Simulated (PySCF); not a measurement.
**Polarisability and C₆ of Re+ (rhenium, charge +1)**

[Xe] 4f14 5d5 6s1, high-spin 7S determinant. Calculation: PySCF 2.14, in aug-cc-pVQZ-PP with ECP60MDF; a scalar-relativistic core potential. Coupled (time-dependent) response in atomic units; α is the mean over directions.

```json
{"method": "UHF", "mean α (bohr³)": "37.73", "C₆ (like pair)": "322.4", "S(−4)": "641.9"}
{"method": "PBE", "mean α (bohr³)": "30.14", "C₆ (like pair)": "254.1", "S(−4)": "342.3"}
```

S(−4) is the Cauchy moment in α(ω) = α(0) + S(−4) ω² + …

α(iu) at PBE:

| u (hartree) | α(iu) (bohr³) |
| --- | --- |
| 0 | 30.14 |
| 0.0500 | 29.32 |
| 0.100 | 27.17 |
| 0.200 | 21.55 |
| 0.300 | 16.78 |
| 0.500 | 10.99 |
| 0.750 | 7.378 |
| 1.00 | 5.393 |
| 1.50 | 3.304 |
| 2.00 | 2.243 |
| 3.00 | 1.221 |
| 5.00 | 0.5153 |

A single London oscillator, α(iu) = α/(1 + u²/ω²), gives C₆ = (3/4) ω α². Matching the computed C₆ needs ω = 4 × 254.1 / (3 × 30.14²) = 0.373 hartree.

For an ion, C₆ is the dispersion term alone; charge-induced terms of lower order in 1/R come first.

Energies and moments cover only the electrons outside the core potential. Spin-orbit coupling, which splits the p, d and f shells strongly at this Z, is absent.
